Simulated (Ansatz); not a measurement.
Basis-set extrapolation for C3H7BS (`B1CCCS1`) (PBE0-D4/def2-TZVP geometry, frozen core, Ansatz 0.2.0). Multiplicity 1, RHF reference.

```
                      def2-TZVPP   def2-QZVPP
                 HF  -539.988188  -540.005648
    MP2 correlation    -0.787236    -0.840860
CCSD(T) correlation    -0.875800      not run
```

Energies in hartree. Use E(X) = E(∞) + A·exp(−7.88·√X) for Hartree–Fock and E(X) = E(∞) + B·X^(−2.97) for correlation, with X = 3 and 4, and add CCSD(T) minus MP2 of the smaller set to the MP2 limit.

Question: What is the CCSD(T) energy at the basis-set limit?

Answer: HF limit: -540.005648 + (-0.017460) × 0.13774 = -540.00805. MP2 limit: -0.840860 + (-0.053624) × 0.74074 = -0.88058. Higher-order term: -0.875800 − (-0.787236) = -0.08856. Total: -540.97719 hartree, 297.2 kJ/mol below CCSD(T)/def2-TZVPP.
